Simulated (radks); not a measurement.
Species: Sn-. Configuration: [Kr] 4d10 5s2 5p3.

Method: scalar-relativistic Kohn-Sham, LDA (Slater exchange, VWN5 correlation), spin-unpolarised, spherical densities, finite nucleus; Fermi nuclear charge, rms radius 4.6519 fm; hard spherical wall at 2.5 bohr; computed with a radial shooting solver on a logarithmic mesh with Libxc functionals.

Energy parts (Ry):
total: -12328.31046
kinetic: 12935.18999
electron-nucleus: -30064.48332
Hartree: 5124.89683
exchange-correlation: -323.91395

Orbitals (lengths in bohr, moments of r in powers of bohr; r(90%) holds 90 % of the orbital's charge):
orbital,occ.,eigenvalue (Ry),<r^2>,<1/r>,r(90%)
1s,2,-2125.820,0.001145,53.03,0.0522
2s,2,-317.7199,0.01861,12.10,0.194
2p,6,-284.9922,0.01468,11.64,0.178
3s,2,-58.28322,0.1324,4.290,0.501
3p,6,-47.59017,0.1330,4.086,0.509
3d,10,-31.06552,0.1182,3.858,0.498
4s,2,-6.47253,0.7813,1.674,1.21
4p,6,-3.29421,0.9318,1.508,1.34
4d,10,1.29309,1.337,1.208,1.64
5s,2,3.32630,2.610,0.8683,2.05
5p,3,4.64041,2.669,0.8871,2.08
4f,0,5.68355,2.097,0.8311,1.95
5d,0,7.10057,2.566,0.9772,2.11
6s,0,12.75911,2.574,1.050,2.19

The highest occupied level is 5p at 63.136 eV. The electron density at the nucleus is 1.959e+05 e/bohr^3 (large components only).
